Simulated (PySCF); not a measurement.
Se(OH)(GeH3) (GeH₄OSe), SMILES O[Se][GeH3].

The structure is a stationary point at PBE-D3(BJ)/def2-SVP. This is a generated structure with no PubChem entry under its InChIKey; it may be hypothetical. One conformer was computed; it need not be the lowest.

The numbers are results of PBE/def2-TZVPD (PySCF), not measurements.

Isolated molecule, no solvent.

```
Quantity                                                                                                       Result
---------------------------------------------------------------------------------------------  ----------------------
total energy                                                                                      -4555.45562 hartree
highest occupied level                                                                                       -5.70 eV
lowest empty level                                                                                           -2.66 eV
orbital gap                                                                                                   3.04 eV
dipole moment                                                                                                  1.59 D
quadrupole, principal values (traceless, Buckingham form, about the centre of nuclear charge)  -5.45, -0.12, 5.57 D·Å
mean static polarisability                                                                      72.2 bohr³ (10.71 Å³)
polarisability, principal values                                                               61.0, 67.1, 88.7 bohr³
```
